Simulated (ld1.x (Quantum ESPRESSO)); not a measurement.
**C: one change to an RRKJ potential, before and after**

- Element: C
- Generator: ld1.x (Quantum ESPRESSO) 7.5
- Type: norm-conserving RRKJ (Kleinman–Bylander form)
- Functional: PBEsol
- Relativity: scalar-relativistic
- Frozen core: [He]
- Valence charge: 4
- Reference configuration: 2s2 2p2
- Partial waves: 2s (bound): rc 1.25 bohr; 2p (bound): rc 2.90 bohr
- Local potential: all-electron potential smoothed inside 1.00 bohr (lloc = -1)
- Core correction: none
- rho0: 0.01

Change: local potential the p channel.

Cutoffs: the cutoffs (Ry, on a coarse ladder) from which the occupation-weighted sum of valence levels, in a spherical-Bessel basis at the reference potential, stays within 10 and 1 mRy of its value at 400 Ry; they do not see the model core or the augmentation charge, which bear on the density cutoff. Errors are all-electron minus pseudo energies relative to the spin-unpolarised reference configuration.

Q: What does the change do?

A: The potential gets neither clearly harder nor softer (45 Ry and 60 Ry → 50 Ry and 60 Ry); the s channel sets the loose cutoff, while the largest relative change is in p, which becomes harder; of the 7 tests that both files solve, the error grows in 0 and shrinks in 6 by more than 15 % and 0.3 meV (median size 158.4 → 109.2 meV); the range in which the s phases agree narrows (upper end 4.8 → 0.2); neither file shows a bound ghost.

```csv
quantity,base,changed
"cutoff, loose",45 Ry,50 Ry
"cutoff, tight",60 Ry,60 Ry
loose cutoff by channel (10 mRy a level),"s 40 Ry, p 12 Ry","s 40 Ry, p 15 Ry"
bound ghosts,none,none
"error for 2s2 2p1, meV [ΔE 10.79 eV]",+158,+82
"error for 2s2 2p0, meV [ΔE 34.81 eV]",+1263,+887
"error for 2s1 2p0, meV [ΔE 82.77 eV]",+2442,+1807
"error for 2s1 2p3, meV [ΔE 8.43 eV]",-42,-28
"error for 2s1 2p2, meV [ΔE 19.50 eV]",-147,-157
"error for 2s0 2p4, meV [ΔE 16.87 eV]",-163,-109
"error for 2s2 2p2.3, meV [ΔE -1.14 eV]",+2.7,-1.3
s: phases at 3.17 bohr within 0.05 rad from the reference energy up to (Ry; the scan ends near 5),4.8,0.2
p: phases at 3.17 bohr within 0.05 rad from the reference energy up to (Ry; the scan ends near 5),0.6,0.4
```
